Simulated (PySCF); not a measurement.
TPSSh on Pb⁻ (lead, charge -1), [Xe] 4f14 5d10 6s2 6p3, high-spin 4S determinant. Computed with PySCF 2.14 in aug-cc-pwCVDZ-PP with ECP60MDF, with a scalar-relativistic core potential.

```
cycle= 1 E= -192.818194119577  delta_E= -0.00902  |g|= 0.0176  |ddm|= 0.607
cycle= 2 E= -192.818295654708  delta_E= -0.000102  |g|= 0.0103  |ddm|= 0.0692
cycle= 3 E= -192.818318960585  delta_E= -2.33e-05  |g|= 0.00154  |ddm|= 0.0222
cycle= 4 E= -192.818319628434  delta_E= -6.68e-07  |g|= 0.000923  |ddm|= 0.0077
cycle= 5 E= -192.818320343879  delta_E= -7.15e-07  |g|= 9.57e-06  |ddm|= 0.00309
cycle= 6 E= -192.818320343979  delta_E= -1e-10  |g|= 4.72e-07  |ddm|= 6.8e-05
converged SCF energy = -192.818320343979  <S^2> = 3.7519775  2S+1 = 4.0009886
```

Highest occupied orbital energy: 0.757 eV; ⟨L²⟩ = 0.00; populations by l: s 4.00, p 9.00, d 10.00, f 0.00.

**Question.** Can this result be used?

**Answer.** With care. The calculation finished and met its thresholds. Energies and moments cover only the electrons outside the core potential. Spin-orbit coupling, which splits the p, d and f shells strongly at this Z, is absent. Spin-orbit coupling is strong in this species (close to jj coupling), so the high-spin LS determinant is a model state, not a physical level. At TPSSh the highest occupied level has a positive energy, so only the finite basis holds that electron; in a semilocal or global hybrid functional this comes from self-interaction and does not mean that the real anion is unbound.
